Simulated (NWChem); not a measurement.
System: C4H4ClF; SMILES C=C(/C=C\Cl)F

Input file for NWChem:

```
start job
memory heap 200 mb stack 900 mb global 1100 mb
geometry units angstroms noautosym nocenter noautoz
  C     -0.092310     2.649904     0.000000
  C      0.049736     1.318648     0.000000
  F      1.271403     0.789361     0.000000
  C     -1.054961     0.375026     0.000000
  C     -1.043130    -0.966746     0.000000
  Cl     0.332944    -1.991386     0.000000
  H      0.784864     3.298037     0.000000
  H     -1.085606     3.097479     0.000000
  H     -2.045751     0.836997     0.000000
  H     -1.982783    -1.523536     0.000000
end
basis spherical
  C library pcsseg-1
  F library pcsseg-1
  Cl library pcsseg-1
  H library pcsseg-1
end
dft
  xc pbe0
  iterations 150
end
property
  shielding
end
task dft property
```

NWChem printed, in part:

```
             Northwest Computational Chemistry Package (NWChem) 7.3.0
             --------------------------------------------------------

                             Geometry "geometry" -> ""
                             -------------------------

 Output coordinates in angstroms (scale by  1.889725989 to convert to a.u.)

  No.       Tag          Charge          X              Y              Z
 ---- ---------------- ---------- -------------- -------------- --------------
    1 C                    6.0000    -0.09231000     2.64990400     0.00000000
    2 C                    6.0000     0.04973600     1.31864800     0.00000000
    3 F                    9.0000     1.27140300     0.78936100     0.00000000
    4 C                    6.0000    -1.05496100     0.37502600     0.00000000
    5 C                    6.0000    -1.04313000    -0.96674600     0.00000000
    6 Cl                  17.0000     0.33294400    -1.99138600     0.00000000
    7 H                    1.0000     0.78486400     3.29803700     0.00000000
    8 H                    1.0000    -1.08560600     3.09747900     0.00000000
    9 H                    1.0000    -2.04575100     0.83699700     0.00000000
   10 H                    1.0000    -1.98278300    -1.52353600     0.00000000

 Effective nuclear repulsion energy (a.u.)     266.3480789199

                              NWChem Property Module
                              ----------------------

  itol2e modified to match energy
  convergence criterion.

                                 NWChem DFT Module
                                 -----------------

 Summary of "ao basis" -> "ao basis" (spherical)
 ------------------------------------------------------------------------------
       Tag                 Description            Shells   Functions and Types
 ---------------- ------------------------------  ------  ---------------------
 C                          pcsseg-1                 7       17   3s3p1d
 F                          pcsseg-1                 7       17   3s3p1d
 Cl                         pcsseg-1                10       24   4s5p1d
 H                          pcsseg-1                 3        5   2s1p

  itol2e modified to match energy
  convergence criterion.

            General Information
            -------------------
          SCF calculation type: DFT
          Wavefunction type:  closed shell.
          No. of atoms     :    10
          No. of electrons :    54
           Alpha electrons :    27
            Beta electrons :    27
          Charge           :     0
          Spin multiplicity:     1
          Use of symmetry is: off; symmetry adaption is: off
          Maximum number of iterations: 150
          AO basis - number of functions:   129
                     number of shells:    57
          Convergence on energy requested:  1.00D-07
          Convergence on density requested:  1.00D-05
          Convergence on gradient requested:  5.00D-04

              XC Information
              --------------
                         PBE0 Method XC Functional
                     Hartree-Fock (Exact) Exchange  0.250
          PerdewBurkeErnzerhof Exchange Functional  0.750
            Perdew 1991 LDA Correlation Functional  1.000 local
           PerdewBurkeErnz. Correlation Functional  1.000 non-local

[...]

          -----------------------------------------
          Chemical Shielding Tensors (GIAO, in ppm)
          -----------------------------------------

                                NWChem CPHF Module
                                ------------------

  scftype          =     RHF
  nclosed          =       27
  nopen            =        0
  variables        =     2754
  # of vectors     =        3
  tolerance        = 0.10D-03
  level shift      = 0.00D+00
  max iterations   =       50
  max subspace     =       30

 SCF residual:    5.0368479323509421E-005

Iterative solution of linear equations
  No. of variables     2754
  No. of equations        3
  Maximum subspace       30
        Iterations       50
       Convergence  1.0D-04

   iter   nsub   residual    time
   ----  ------  --------  ---------
     1      3    5.10D-01     139.8
     2      6    5.37D-02     150.1
     3      9    3.75D-03     159.0
     4     12    1.99D-04     170.9
     5     15    2.71D-05     182.0

      Atom:    1  C
        Diamagnetic
    258.5169     -3.6642     -0.0000
     -3.6642    269.6861     -0.0000
     -0.0000     -0.0000    242.7873

        Paramagnetic
   -271.4519      3.7712      0.0000
      3.7712   -167.4566      0.0000
      0.0000      0.0000    -89.7293

        Total Shielding Tensor
    -12.9350      0.1070      0.0000
      0.1070    102.2295      0.0000
      0.0000      0.0000    153.0580

           isotropic =      80.7842
          anisotropy =     108.4108

          Principal Components and Axis System
                 1           2           3
              153.0580    102.2296    -12.9351

      1         0.0000      0.0009      1.0000
      2         0.0000      1.0000     -0.0009
      3         1.0000     -0.0000     -0.0000

      Atom:    2  C
        Diamagnetic
    257.2410      2.8298      0.0000
      2.8298    260.0722      0.0000
      0.0000      0.0000    224.2504

        Paramagnetic
   -346.7522     -6.6601     -0.0000
     -6.6601   -203.1288     -0.0000
     -0.0000     -0.0000   -148.2639

        Total Shielding Tensor
    -89.5112     -3.8303     -0.0000
     -3.8303     56.9435      0.0000
     -0.0000      0.0000     75.9865

           isotropic =      14.4729
          anisotropy =    -156.1263

          Principal Components and Axis System
                 1           2           3
              -89.6113     75.9865     57.0436

      1         0.9997     -0.0000     -0.0261
      2         0.0261      0.0000      0.9997
      3         0.0000      1.0000     -0.0000

      Atom:    3  F
        Diamagnetic
    488.4297     -8.6388     -0.0000
     -8.6388    472.9244      0.0000
     -0.0000      0.0000    465.6958

        Paramagnetic
   -234.0690    -22.7109      0.0000
    -22.7109   -277.7255     -0.0000
      0.0000     -0.0000    -66.0856

        Total Shielding Tensor
    254.3608    -31.3497      0.0000
    -31.3497    195.1989     -0.0000
      0.0000     -0.0000    399.6102

           isotropic =     283.0566
          anisotropy =     174.8303

          Principal Components and Axis System
                 1           2           3
              399.6102    267.8824    181.6773

      1         0.0000      0.9182      0.3960
      2        -0.0000     -0.3960      0.9182
      3         1.0000     -0.0000      0.0000

      Atom:    4  C
        Diamagnetic
    261.7928      4.6336     -0.0000
      4.6336    271.0168     -0.0000
     -0.0000     -0.0000    240.1518

        Paramagnetic
   -312.4304     15.7331     -0.0000
     15.7331   -193.8098      0.0000
     -0.0000      0.0000    -99.5800

        Total Shielding Tensor
    -50.6375     20.3667     -0.0000
     20.3667     77.2070      0.0000
     -0.0000      0.0000    140.5718

           isotropic =      55.7137
          anisotropy =     127.2871

          Principal Components and Axis System
                 1           2           3
              140.5718     80.3731    -53.8037

      1        -0.0000      0.1536      0.9881
      2         0.0000      0.9881     -0.1536
      3         1.0000     -0.0000      0.0000

      Atom:    5  C
        Diamagnetic
    259.4320     -9.7706     -0.0000
     -9.7706    267.6507     -0.0000
     -0.0000     -0.0000    236.3948

        Paramagnetic
   -297.9512      4.3780     -0.0000
      4.3780   -207.5761      0.0000
     -0.0000      0.0000   -106.5336

        Total Shielding Tensor
    -38.5192     -5.3926     -0.0000
     -5.3926     60.0746     -0.0000
     -0.0000     -0.0000    129.8611

           isotropic =      50.4722
          anisotropy =     119.0834

          Principal Components and Axis System
                 1           2           3
              129.8611     60.3687    -38.8132

      1        -0.0000     -0.0545      0.9985
      2        -0.0000      0.9985      0.0545
      3         1.0000      0.0000      0.0000

      Atom:    6  Cl
        Diamagnetic
   1148.6485     -6.0417     -0.0000
     -6.0417   1148.5496      0.0000
     -0.0000      0.0000   1141.5083

        Paramagnetic
   -400.5295   -187.8406     -0.0000
   -187.8406   -553.5085      0.0000
     -0.0000      0.0000   -332.5998

        Total Shielding Tensor
    748.1190   -193.8823     -0.0000
   -193.8823    595.0411      0.0000
     -0.0000      0.0000    808.9085

           isotropic =     717.3562
          anisotropy =     244.0006

          Principal Components and Axis System
                 1           2           3
              880.0232    808.9085    463.1368

      1         0.8268      0.0000      0.5625
      2        -0.5625     -0.0000      0.8268
      3        -0.0000      1.0000     -0.0000

      Atom:    7  H
        Diamagnetic
     32.0818      7.5495     -0.0000
      7.5495     35.0816      0.0000
     -0.0000      0.0000     21.2421

        Paramagnetic
     -8.4212     -7.0924     -0.0000
     -7.0924     -4.7072      0.0000
     -0.0000      0.0000      3.4162

[...]
```

Level: PBE0/pcSseg-1, GIAO. All runs use the structure optimised with PBE0/def2-SVP. The printed shielding anisotropy is the first printed principal value minus the mean of the other two.
